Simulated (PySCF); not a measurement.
Isomers of C10H14, one GFN2-xTB conformer each. Single-point energies are computed at PBE0/pcSseg-1 (PySCF, gas phase, no added dispersion term), electronic only.

| SMILES | GFN2-xTB relative energy (kJ/mol) |
| --- | --- |
| C=C1C[C@]1(C#CC)CCC | 226.2 |
| C=C(C)/C(C)=C(\C)C#CC | 178.6 |
| CCC1=C[C@@H]2C=C[C@]12CC | 181.0 |
| C=C[C@]1(C2CCC2)CC1=C | 193.6 |
| C=C[C@@H]1C[C@@H]2C=C[C@H]1CC2 | 0.0 |

Conformers: `[CH2:1]=[C:2]1[CH2:3][C@:4]1([C:5]#[C:6][CH3:7])[CH2:8][CH2:9][CH3:10]` with C3–C4–C8–C9 -147°, C4–C8–C9–C10 180°; `[CH2:1]=[C:2]([CH3:3])/[C:4]([CH3:5])=[C:6](\[CH3:7])[C:8]#[C:9][CH3:10]` with C1–C2–C4–C5 -129°; `[CH3:1][CH2:2][C:3]1=[CH:4][C@@H:5]2[CH:6]=[CH:7][C@:8]12[CH2:9][CH3:10]` with C1–C2–C3–C4 -6°, C7–C8–C9–C10 163°; `[CH2:1]=[CH:2][C@:3]1([CH:4]2[CH2:5][CH2:6][CH2:7]2)[CH2:8][C:9]1=[CH2:10]` with C1–C2–C3–C4 -167°, C2–C3–C4–C5 65°, C3–C4–C5–C6 133°, C4–C5–C6–C7 -12°, C5–C6–C7–C4 12°, C2–C3–C8–C9 -108°; `[CH2:1]=[CH:2][C@@H:3]1[CH2:4][C@@H:5]2[CH:6]=[CH:7][C@H:8]1[CH2:9][CH2:10]2` with C1–C2–C3–C4 -120°.

What does PBE0/pcSseg-1 give for the same structures?

```tsv
SMILES	PBE0/pcSseg-1 E (Eh)	PBE0/pcSseg-1 (kJ/mol)	GFN2-xTB (kJ/mol)	point group
C=C[C@@H]1C[C@@H]2C=C[C@H]1CC2	-388.92962	0.0	0.0	C1
C=C(C)/C(C)=C(\C)C#CC	-388.87258	149.7	178.6	C1
CCC1=C[C@@H]2C=C[C@]12CC	-388.85974	183.5	181.0	C1
C=C[C@]1(C2CCC2)CC1=C	-388.84715	216.5	193.6	C1
C=C1C[C@]1(C#CC)CCC	-388.84135	231.7	226.2	C1
```

Both levels put the same isomer lowest; measured from each level's own lowest isomer, the values differ by up to 28.9 kJ/mol (C=C(C)/C(C)=C(\C)C#CC: 178.6 against 149.7). As drawn, the highest has a three-membered ring, a C≡C bond and a quaternary carbon, which the lowest lacks.

Which frontier levels, dipoles and rotational constants go with these structures?

```json
{"SMILES": "C=C[C@@H]1C[C@@H]2C=C[C@H]1CC2", "HOMO (eV, PBE0/pcSseg-1)": "-6.99", "LUMO (eV)": "0.46", "dipole (D)": "0.52", "A, B, C (MHz)": "2494, 1077, 1066"}
{"SMILES": "C=C(C)/C(C)=C(\\C)C#CC", "HOMO (eV, PBE0/pcSseg-1)": "-6.05", "LUMO (eV)": "-0.56", "dipole (D)": "0.66", "A, B, C (MHz)": "2665, 677.4, 580.1"}
{"SMILES": "CCC1=C[C@@H]2C=C[C@]12CC", "HOMO (eV, PBE0/pcSseg-1)": "-6.59", "LUMO (eV)": "-0.10", "dipole (D)": "0.52", "A, B, C (MHz)": "1753, 1199, 909.6"}
{"SMILES": "C=C[C@]1(C2CCC2)CC1=C", "HOMO (eV, PBE0/pcSseg-1)": "-6.86", "LUMO (eV)": "0.14", "dipole (D)": "0.43", "A, B, C (MHz)": "2042, 1059, 891.9"}
{"SMILES": "C=C1C[C@]1(C#CC)CCC", "HOMO (eV, PBE0/pcSseg-1)": "-6.78", "LUMO (eV)": "0.15", "dipole (D)": "0.36", "A, B, C (MHz)": "1294, 953.0, 656.7"}
```
